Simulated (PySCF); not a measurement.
An equivalent PySCF input for Ne⁺ (neon, charge +1), [He] 2s2 2p5, 2P determinant, with the non-relativistic Hamiltonian (point nucleus):

```python
from pyscf import gto, scf, dft, mp, cc
import basis_set_exchange as bse
mol = gto.M(atom="Ne 0 0 0", charge=1, spin=1, symmetry="D2h",
            basis=gto.basis.parse(bse.get_basis("pcseg-2", elements=["Ne"], fmt="nwchem", header=False)))
mf = dft.UKS(mol, xc="TPSS")
mf.irrep_nelec = {'Ag': (2, 2), 'B1u': (1, 1), 'B2u': (1, 1), 'B3u': (1, 0)}
mf.kernel()
```

It reaches the same state as the run whose output follows, with an energy that differs only through the grid. The run itself started from symmetry-adapted Hartree-Fock orbitals and held the occupation by maximum overlap, on a logarithmic radial grid, so the iterations belong to that start.

```
SCF conv_tol = 1e-09
number electrons alpha = 5  beta = 4
XC functionals = TPSS
    J. Tao, J. P. Perdew, V. N. Staroverov, and G. E. Scuseria.,  Phys. Rev. Lett. 91, 146401 (2003)
    J. P. Perdew, J. Tao, V. N. Staroverov, and G. E. Scuseria.,  J. Chem. Phys. 120, 6898 (2004)
    J. Tao, J. P. Perdew, V. N. Staroverov, and G. E. Scuseria.,  Phys. Rev. Lett. 91, 146401 (2003)
    J. P. Perdew, J. Tao, V. N. Staroverov, and G. E. Scuseria.,  J. Chem. Phys. 120, 6898 (2004)
cycle= 1 E= -128.180246660809  delta_E= -0.00502  |g|= 0.0129  |ddm|= 0.073
cycle= 2 E= -128.18027214783  delta_E= -2.55e-05  |g|= 0.00943  |ddm|= 0.00797
cycle= 3 E= -128.180291129606  delta_E= -1.9e-05  |g|= 0.000842  |ddm|= 0.00324
cycle= 4 E= -128.180291272916  delta_E= -1.43e-07  |g|= 5.29e-05  |ddm|= 0.000239
cycle= 5 E= -128.180291273632  delta_E= -7.16e-10  |g|= 2.07e-06  |ddm|= 2.05e-05
converged SCF energy = -128.180291273632  <S^2> = 0.75108699  2S+1 = 2.0010867
```
